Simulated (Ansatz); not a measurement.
Frontier orbitals of BFH$_{4}$N$_{2}$OSi (`N[Si]1(F)NB1O`).

Total charge 0; spin multiplicity 1. The geometry is a stationary point of PBE0-D4/def2-TZVP. It is one conformer, not always the lowest. Basis def2-TZVPP, Ansatz 0.2.0.

```json
{"functional": "PBE", "HOMO (eV)": "-5.56", "LUMO (eV)": "-0.40", "gap (eV)": "5.16"}
{"functional": "PBE0", "HOMO (eV)": "-6.79", "LUMO (eV)": "0.53", "gap (eV)": "7.32"}
{"functional": "r2SCANh", "HOMO (eV)": "-6.25", "LUMO (eV)": "0.25", "gap (eV)": "6.50"}
{"functional": "r2SCAN0", "HOMO (eV)": "-6.95", "LUMO (eV)": "0.73", "gap (eV)": "7.68"}
{"functional": "HSE06 (plane-wave form)", "HOMO (eV)": "-6.39", "LUMO (eV)": "0.15", "gap (eV)": "6.54"}
{"functional": "BHLYP", "HOMO (eV)": "-7.97", "LUMO (eV)": "1.21", "gap (eV)": "9.18"}
{"functional": "CAM-B3LYP", "HOMO (eV)": "-8.16", "LUMO (eV)": "1.36", "gap (eV)": "9.52"}
{"functional": "LC-ωPBE", "HOMO (eV)": "-9.45", "LUMO (eV)": "2.62", "gap (eV)": "12.07"}
{"functional": "ωB97X-V", "HOMO (eV)": "-9.13", "LUMO (eV)": "2.43", "gap (eV)": "11.56"}
{"functional": "ωB97M-V", "HOMO (eV)": "-8.95", "LUMO (eV)": "1.96", "gap (eV)": "10.91"}
{"functional": "HF", "HOMO (eV)": "-9.73", "LUMO (eV)": "3.06", "gap (eV)": "12.79"}
```

Against PBE, PBE0 changes HOMO and LUMO by −1.23 and +0.92 eV, ωB97M-V by −3.39 and +2.36 eV. A gap of 5.16 eV thus becomes 10.91 eV for the same molecule, so an orbital gap means little without its functional. A positive LUMO is unbound and depends on the basis.

LC-ωPBE has ω = 0.4 bohr⁻¹.
